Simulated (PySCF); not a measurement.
Zr(F)3(OH)(OH2) (F3H3O2Zr), SMILES [OH][Zr](<-[OH2])([F])([F])[F], multiplicity 1.

The structure is a stationary point at B3LYP-D3(BJ)/def2-SVP. The spin state was assumed, not searched. The structure was generated by enumeration; whether it is a known compound was not checked. The def2 effective core potentials stand for the cores of Zr; spin–orbit coupling is left out. One conformer was computed; it need not be the lowest.

Method: B3LYP-D3(BJ)/def2-SVP run with PySCF.

Frequencies are harmonic and unscaled.

Task: List the normal modes with their intensities. (The exact figures need the calculation; the answer reports its results.)

Result: 
```csv
mode,ν (cm⁻¹),IR (km/mol),Raman (Å⁴/amu),depolarisation,moving atoms (share of kinetic energy)
1,87,1.3,1.2,0.75,"O 45 %, F 35 %, H 19 %"
2,90,10.2,0.3,0.74,"O 50 %, F 39 %, H 9 %"
3,152,0.5,0.6,0.75,"F 57 %, H 18 %, Zr 18 %"
4,156,16.2,0.7,0.75,"F 60 %, Zr 18 %, H 14 %, O 9 %"
5,183,10.8,1.8,0.75,"F 44 %, H 27 %, O 26 %"
6,191,0.3,3.0,0.75,"F 51 %, O 28 %, H 16 %"
7,215,119.9,0.3,0.73,"F 67 %, Zr 20 %, H 8 %"
8,238,43.3,1.8,0.75,"H 85 %, F 14 %"
9,284,6.5,0.0,–,"O 79 %, H 10 %, Zr 8 %"
10,342,141.1,1.8,0.75,"H 73 %, O 24 %"
11,345,162.2,1.5,0.75,"H 69 %, O 26 %"
12,395,278.4,0.7,0.74,"H 69 %, O 20 %, F 9 %"
13,514,0.0,2.7,0.75,"H 71 %, O 16 %, F 13 %"
14,628,43.5,5.4,0.00,F 93 %
15,664,226.6,0.2,0.75,"F 66 %, Zr 26 %"
16,677,215.3,0.7,0.13,"F 74 %, Zr 24 %"
17,738,172.5,9.6,0.07,"O 78 %, Zr 16 %"
18,1586,89.4,4.3,0.67,H 92 %
19,3773,71.8,65.0,0.08,H 96 %
20,3870,135.9,26.8,0.75,H 93 %
21,3973,267.2,179.4,0.32,H 94 %
```
